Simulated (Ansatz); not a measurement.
Reaction (ligand exchange at a Cd–F bond): `[NH2][Cd][F]` + HCl → `[NH2][Cd][Cl]` + H–F

Program: Ansatz. Geometries: PBE0-D4/def2-TZVP. ΔE: electronic, gas phase. CCSD(T)/CBS is the MP2 limit (def2-TZVPP, def2-QZVPP) plus CCSD(T) − MP2 in def2-TZVPP, frozen cores. This one scheme is used for every species. DFT in def2-TZVPP. B3LYP here is the variant with VWN-RPA as its local correlation; programs differ in this. Elements past krypton have def2 core potentials. For Cd outer-core shells are correlated without core-valence functions, which leaves a few kJ/mol of doubt a bond. Each species was taken in one conformer, which may not be the lowest.

(1) Is it downhill or uphill in electronic energy at CCSD(T)/CBS, and by how much? (An estimate is asked.)

(2) What do these levels give: B3LYP-D4, BLYP, BHLYP, CCSD(T)/def2-TZVPP, HF/def2-QZVPP, MP2/CBS(def2)? (Estimate.)

Largest T1 diagnostic among the species: 0.016.

Answers

(1) Computed: Downhill: ΔE = -20.7 kcal/mol.

(2) Computed: B3LYP-D4 -18.5, BLYP -15.1, BHLYP -20.4, CCSD(T)/def2-TZVPP -20.1, HF/def2-QZVPP -22.1, MP2/CBS(def2) -22.2 kcal/mol.

Leaving LDA and LC-ωPBE aside and taking each functional with its dispersion term where it has one, the values, not all of them listed here, spread over 6.0 kcal/mol, from PBE-QIDH to BLYP-D4. LDA lies −1.6 kcal/mol from PBE without D4. From BLYP to BHLYP (50 % exact exchange), in def2-TZVPP and without D4, ΔE moves by −5.3 kcal/mol.
